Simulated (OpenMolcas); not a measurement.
## neutral phosphorus: Slater's ratio, worked from levels

| Quantity | Value |
| --- | --- |
| Program | OpenMolcas |
| Basis | ANO-RCC-VDZP [4s3p1d] |
| Scalar Hamiltonian | DKH2, point nucleus |
| Active space | 5 electrons in 4 orbitals (3s 3p) |
| State averaging | 2S+1 = 4 odd, 1 root; 2S+1 = 2 odd, 8 roots |
| Spin-orbit coupling | state interaction with AMFI integrals over the reference wave functions, term energies averaged over their components |

Methods: CASSCF; SS-CASPT2, IPEA 0.25 Eh, imaginary shift 0.1 Eh (closed shells correlated: 2s 2p). Measured levels: NIST Handbook of Basic Atomic Spectroscopic Data.

**Slater's ratio.** With one set of orbitals, p3 has ²D° - ⁴S° = 9 F2 and ²P° - ²D° = 6 F2 (F2 = F²/25), a ratio of 2/3. Term energies are centres of gravity, weighted by 2J + 1.

| Source | ²D° - ⁴S° | ²P° - ⁴S° | F2 from the first | Ratio |
| --- | --- | --- | --- | --- |
| CASSCF | 15283 | 20667 | 1698 | 0.352 |
| SS-CASPT2 | 13257 | 20126 | 1473 | 0.518 |
| measured | 11370 | 18740 | 1263 | 0.648 |

Energies in cm-1. A ratio away from 2/3 shows effects beyond one configuration with one set of orbitals, and in heavier atoms second-order spin-orbit shifts. In CASSCF the valence s occupation is 1.95 in ²P° against 2.00 in ²D°: mixing out of s² acts most on ²P° and pulls it down.

CASPT2 does not keep the components of a term degenerate, so their means are used; among the terms shown or strongly mixed into the levels shown the widest spread is 190 cm-1 (3s² 3p³ ²D°, SS-CASPT2). No level of 3s 3p⁴ was computed, though it lies in the active space. Without dynamic correlation excited terms often stand tens of per cent too high (terms of higher spin than the ground term too low), and those without a measured partner can miss by more than the paired ones (holds for CASSCF). Some terms miss by over 15 % even with CASPT2, which points to a basis or an active space too small for the shells correlated (holds for SS-CASPT2). Computed and measured levels are paired by configuration, term and J; levels that our copy of the source lacks, or whose pairing is in doubt (as where it misses far off the trend of its configuration), stay unpaired and out of the deviations. Only configurations of the active space appear.

° marks odd parity.
